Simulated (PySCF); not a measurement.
Copper: highly charged ions in a basis for the neutral atom

Cu¹²⁺ [Ne] 3s2 3p5, Cu¹³⁺ [Ne] 3s2 3p4. Calculation: PySCF 2.14, in Sapporo-DKH3-DZP-2012 (6s4p3d1f, 40 functions); the spin-free X2C one-electron Hamiltonian (Gaussian nucleus). No spin-orbit coupling, so a gap to NIST mixes the basis error with missing relativistic terms.

Changed run: basis of the neutral atom used for a highly charged ion. This setting is unsound on purpose.

```json
{"species": "Cu¹²⁺", "method": "UHF", "sound run (hartree)": "not run", "changed run (hartree)": "-1591.95856", "converged": "yes"}
{"species": "Cu¹²⁺", "method": "TPSS", "sound run (hartree)": "not run", "changed run (hartree)": "-1592.82454", "converged": "yes"}
{"species": "Cu¹²⁺", "method": "BP86", "sound run (hartree)": "not run", "changed run (hartree)": "-1592.96003", "converged": "yes"}
{"species": "Cu¹³⁺", "method": "UHF", "sound run (hartree)": "not run", "changed run (hartree)": "-1577.20074", "converged": "yes"}
{"species": "Cu¹³⁺", "method": "TPSS", "sound run (hartree)": "not run", "changed run (hartree)": "-1578.00105", "converged": "yes"}
{"species": "Cu¹³⁺", "method": "BP86", "sound run (hartree)": "not run", "changed run (hartree)": "-1578.12860", "converged": "yes"}
```

Ionisation energy of Cu¹²⁺:

| method | changed run (eV) | NIST (eV) |
| --- | --- | --- |
| UHF | 401.58 | 401 ± 0.3 |
| TPSS | 403.37 | 401 ± 0.3 |
| BP86 | 403.58 | 401 ± 0.3 |

The contracted functions were made for the neutral atom and can be too rigid for a highly charged ion.
